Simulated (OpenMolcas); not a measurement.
Levels of In+ by method

```yaml
Program: OpenMolcas
Basis: ANO-RCC [10s9p8d5f3g]
Scalar_Hamiltonian: DKH2, point nucleus
Active_space: 2 electrons in 8 orbitals (5s 5p 6s 6p)
State_averaging: 2S+1 = 3 even, 3 roots; 2S+1 = 1 even, 7 roots; 2S+1 = 3 odd, 3 roots; 2S+1 = 1 odd, 3 roots
Spin-orbit_coupling: RASSI with atomic mean-field integrals over the reference wave functions, term energies averaged over their components
```

Methods on the same reference wave functions:
A. CASSCF
B. SS-CASPT2, IPEA 0.25 Eh, imaginary shift 0.1 Eh (closed shells correlated: 4d)
C. MS-CASPT2, IPEA 0.25 Eh, imaginary shift 0.1 Eh (closed shells correlated: 4d)

Energies in cm-1 above 5s2 1S0, the measured ground level; measured values from NIST Handbook of Basic Atomic Spectroscopic Data.

| Level | A | B | C | Measured |
| --- | --- | --- | --- | --- |
| 5s2 1S0 | 0.0 | 0.0 | 0.0 | 0.0 |
| 5s 5p 3P* 0 | 37882 | 41480 | 41690 | 42276 |
| 5s 5p 3P* 1 | 38821 | 42400 | 42610 | 43351 |
| 5s 5p 3P* 2 | 40824 | 44420 | 44630 | 45830 |
| 5s 5p 1P* 1 | 66573 | 61710 | 61920 | 63038 |

Deviations, from unrounded energies. A percentage is the sum of absolute deviations over the sum of measured energies, with the sign that they share, or ± where signs differ.

```csv
Against measurement,Levels,A,B,C
mean absolute deviation (cm-1),4,4400,1100,910
other configurations (%),4,±9.0,-2.3,-1.9
```

C lies closest to measurement on these levels and A furthest from it. The largest miss of C in the table is 5s 5p 3P* 2, by -1200 cm-1. The ranking rests on the paired levels alone, and a cruder setting can come out closer through cancelling errors.

Between B and C the level of the table that moves most is 5s 5p 3P* 1, by 210 cm-1 (lowest in B, highest in C). Moves below CASPT2's spread within the term are not significant.

The lowest spin-free term lies below A's lowest term by 0.447 hartree in B, 0.448 hartree in C.

Over all roots computed the reference weight is 0.86 to 0.94 in B, 0.86 to 0.94 in C; the roots of lowest weight are the least certain, and an intruder state may touch them. The run also gave levels led by 5s 6s, which use shells meant for correlation; these and all levels above them are left out. Without dynamic correlation excited terms often stand tens of per cent too high (terms of higher spin than the ground term too low), and those without a measured partner can miss by more than the paired ones (holds for A). Measured partners are found by configuration, term and J. A level has none where our copy of the source lacks it or the pairing is in doubt (some pairs that miss far off the trend of their configuration count as doubtful), and it then counts in no deviation. Only configurations of the active space appear. The table leaves out levels that lie high or whose names do not pair safely across all columns.

* marks odd parity.
